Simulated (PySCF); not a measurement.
trichloro(fluoromethyl)silane (CH2Cl3FSi), SMILES [Si](Cl)(Cl)(CF)Cl. Atoms are numbered in the order given.

```xyz
8

F      2.4294    -0.9746     0.0000
C      1.1396    -1.4695     0.0000
Si    -0.1060    -0.0533     0.0000
Cl     0.1351     1.1113     1.6749
Cl     0.1351     1.1113    -1.6749
Cl    -1.9865    -0.8970     0.0000
H      0.9809    -2.1002     0.8934
H      0.9809    -2.1002    -0.8934
```
Charge 0, spin multiplicity 1.

Coordinates come from a B3LYP-D3(BJ)/def2-SVP optimisation. Other conformers were not sampled.

These are PySCF with PBE/def2-TZVP values and carry that method's errors.

Estimate the frontier levels, gap, dipole moment and polarisability. (An estimate is asked for; the answer gives what the named calculation found.)


```yaml
highest_occupied_level: -7.66 eV
lowest_empty_level: -1.34 eV
orbital_gap: 6.32 eV
dipole_moment: 1.48 D
quadrupole, principal values (traceless, Buckingham form, about the centre of nuclear charge): -6.24, 1.20, 5.04 D·Å
mean_static_polarisability: 73.2 bohr³ (10.84 Å³)
polarisability_principal_values: 69.0, 74.6, 76.0 bohr³
```
